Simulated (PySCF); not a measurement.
An unknown shows these calculated signals:

1H NMR (400 MHz, computed): δ 5.21 (s, 2H), 2.21 (s, 3H), 1.80 (s, 3H), 1.80 (s, 3H), 1.63 (s, 3H).

13C{1H} NMR (computed): δ 177.2 (C), 155.3 (C), 129.5 (C), 29.2 (CH3), 24.9 (CH3), 23.4 (CH3), 17.9 (CH3).

How the numbers were obtained: GFN2-xTB geometry, GIAO PBE0/pcSseg-1 shieldings, in PySCF 2.14 (single conformer, non-relativistic, one averaged value for each set of equivalent atoms, isolated molecule).

Shifts are taken against calculated references (same method and geometry level): 1H, 13C against TMS.

Which of these does the molecule contain: an S-methyl group, a Si–H bond, a non-aromatic C=C double bond, a (CH3)2CH unit, a methoxy group?

Results:


- An S-methyl group: no.
- A Si–H bond: yes (δH 5.21 (s)).
- A non-aromatic C=C double bond: yes.
- A (CH3)2CH unit: no.
- A methoxy group: no.

The data belong to SMILES C(=C([SiH2]OC(C)=O)C)(C)C, C₇H₁₄O₂Si; they needn't prove each group on their own.

Carbon signals by region: 1 in the far downfield region (above 160 ppm), 2 in the sp2 and nitrile region (100–160 ppm), 4 below 50 ppm. Above 160 ppm: 177.2, carbonyl carbon.

Shifts are as computed. Against solution values, carbons near 30 ppm lie about +3 ppm off and those near 130 ppm about +5 ppm. Of 1309 compounds with measured shifts, 239 miss one by over three times the rms of a fit or turn the order of signals round; such compounds aren't used in these exercises. No couplings were computed; multiplicities are counted from neighbouring protons, with m where these are inequivalent, close in shift, in a saturated or five-membered ring or joined by F or P, and br s for small geminal =CH2 splittings.
